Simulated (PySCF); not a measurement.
Method: B3LYP-D3(BJ)/def2-TZVP (PySCF). All species are isolated molecules in the gas phase. B3LYP has the VWN-RPA correlation part, as in Gaussian. Delta-SCF ions had no search for a lower state. Excitations are Tamm–Dancoff values on a coarser integration grid. The basis has no diffuse functions, so Rydberg states are missing or too high.

Reference species (SMILES): `B1=C[SiH2]1` (neutral, multiplicity 1).

```json
{
 "T1 excitation (TDA)": "2.49 eV",
 "S1–T1 gap (TDA)": "0.34 eV",
 "vertical ionisation energy (Delta-SCF)": "9.36 eV",
 "dipole_moment": "1.28 D"
}
```

Changed species: `[SiH2]=C=B`.

Predict the effect on the T1 excitation (TDA), S1–T1 gap (TDA), vertical ionisation energy (Delta-SCF) and dipole moment.

the T1 excitation (TDA) decreases by 0.42 eV, to 2.07 eV; the S1–T1 gap (TDA) drops by 0.11 eV, to 0.23 eV; the vertical ionisation energy (Delta-SCF) falls by 0.72 eV, to 8.64 eV; the dipole moment goes up by 0.28 D, to 1.56 D.
